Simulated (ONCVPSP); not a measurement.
# Configuration tests for manganese (Mn) (ONCV)

ONCVPSP 4.0.1 input, shortened (lines: element, Z, core and valence counts, functional; n l f; lmax; l rc ep ncon nbas qcut; lloc lpopt rc5 dvloc0; l nproj debl; icmod fcfact rcfact), PBE, scalar-relativistic:

```
  Mn 25.00    4    4        4      upf
    1    0    2.00
    2    0    2.00
    2    1    6.00
    3    0    2.00
    3    1    6.00
    3    2    5.00
    4    0    1.00
    4    1    1.00
    2
    0    2.30    0.00    4    8    2.30
    1    1.45    0.00    4    7    9.60
    2    1.65    0.00    4    9    7.70
    4    5    1.35   -1.00
    0    2    0.90
    1    2    0.70
    2    1    2.10
    0    0.00    0.00
```

Energies are relative to the spin-unpolarised reference configuration 3p6 3d5 4s1 4p1; without spin polarisation the order of configurations can differ from experiment.

```json
{"valence configuration": "3p6 3d5 4s2 4p0", "charge": "0", "ΔE all-electron (eV)": "-3.858", "error AE − PS (meV)": "-3.8"}
{"valence configuration": "3p6 3d5 4s0 4p0", "charge": "+2", "ΔE all-electron (eV)": "20.158", "error AE − PS (meV)": "+7.8"}
```

(1) What are ΔE and the potential's error for 3p6 3d5 4s1 4p0?

(2) What are ΔE and the potential's error for 3p6 3d5 4s0 4p1?

Levels in the configuration 3p6 3d5 4s1 4p0:

```csv
level,all-electron (eV),pseudo (eV)
3p,-62.830,-62.841
3d,-14.908,-14.917
4s,-11.878,-11.874
```

Note: ghosts flagged at negative energy: s at -8.6 eV; no localised positive-energy state flagged. A true bound ghost makes a file unfit for plane-wave use.

Results:

(1) ΔE = 4.559 eV all-electron; the error (AE − PS) is +0.5 meV.

(2) ΔE = 9.299 eV all-electron; the error (AE − PS) is -3.3 meV.
